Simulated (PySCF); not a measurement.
## Highest orbital energy against ionisation energy along group 14

Calculated with PySCF 2.14, no spin-orbit coupling. Each cell gives −ε(HOMO) / ΔSCF in eV; NIST values include spin-orbit coupling, (s) semi-empirical, (t) theoretical.

| species | UHF | LDA | PBE | PBE0 | r2SCAN | NIST (lowest levels) |
| --- | --- | --- | --- | --- | --- | --- |
| C²⁺ (x2c-TZVPPall, spin-free X2C) | 46.111 / 45.795 | 40.161 / 46.956 | 40.364 / 47.118 | 42.044 / 47.056 | 40.675 / 46.630 | 47.888 |
| Si²⁺ (x2c-TZVPPall, spin-free X2C) | 32.225 / 32.042 | 28.677 / 33.629 | 28.552 / 33.491 | 29.700 / 33.351 | 28.704 / 32.957 | 33.493 |
| Ge²⁺ (x2c-TZVPPall, spin-free X2C) | 32.434 / 32.176 | 29.598 / 34.793 | 29.222 / 34.388 | 30.251 / 34.021 | 29.514 / 34.017 | 34.058 |
| Sn²⁺ (x2c-TZVPPall, spin-free X2C) | 28.792 / 28.541 | 26.527 / 31.177 | 26.085 / 30.697 | 26.995 / 30.358 | 26.250 / 30.319 | 30.506 |
| Pb²⁺ (x2c-TZVPPall, spin-free X2C) | 30.166 / 29.828 | 27.871 / 32.679 | 27.446 / 32.177 | 28.383 / 31.822 | 27.649 / 31.961 | 31.937 |

**Question.** How far is −ε(HOMO) from ΔSCF on average for each method, and why?

**Answer.** UHF 0.27 eV; LDA -5.28 eV; PBE -5.24 eV; PBE0 -3.85 eV; r2SCAN -4.62 eV. Hartree-Fock orbital energies lack relaxation and so exceed the ΔSCF value; semilocal functionals have convex E(N) from self-interaction, so their HOMO lies far too high; exact exchange moves hybrids part of the way back.
